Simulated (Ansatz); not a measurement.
Stepwise reaction of `[F][SnH3]` with hydrogen fluoride, as a gas-phase model of exchange steps in deposition or etching. ΔE in kJ/mol; ΔG adds harmonic PBE0-D4 terms to CCSD(T)/CBS, at 1 bar.

Program: Ansatz. Geometries: PBE0-D4/def2-TZVP. ΔE: electronic, gas phase. CCSD(T)/CBS adds triple-zeta CCSD(T) − MP2 to the extrapolated MP2 energy (def2 sets, frozen cores). This one scheme is used for every species. Functionals use def2-TZVPP. B3LYP here is the variant with VWN-RPA as its local correlation; programs differ in this. def2 core potentials past Kr. For Sn outer-core shells are correlated without core-valence functions, which leaves a few kJ/mol of doubt a bond.

| step | reaction | PBE-D4 | B3LYP-D4 | ωB97M-V | CCSD(T)/CBS | ΔG(500 K) |
| --- | --- | --- | --- | --- | --- | --- |
| 1 | `[F][SnH3]` + H–F → `[F][SnH2][F]` + H₂ | -43.3 | -44.6 | -41.3 | -41.7 | -42.6 |
| 2 | `[F][SnH2][F]` + H–F → `[F][SnH]([F])[F]` + H₂ | -31.7 | -31.9 | -30.1 | -30.6 | -28.3 |
| 3 | `[F][SnH]([F])[F]` + H–F → `[F][Sn]([F])([F])[F]` + H₂ | -3.0 | -1.9 | -0.9 | -2.0 | 4.9 |

Q: By hand: ΔE of the 3 steps together at CCSD(T)/CBS.

A: (-41.7) + (-30.6) + (-2.0) = -74.3 kJ/mol, or -24.8 kJ/mol a step.

In ΔE each step is higher than the one before. ΔG lies between -42.6 and 4.9 kJ/mol a step. PBE-D4 differs from CCSD(T)/CBS by -1.6 to -1.0 kJ/mol a step. Isolated molecules leave out the surface, adducts and barriers. Largest T1 diagnostic: 0.015.
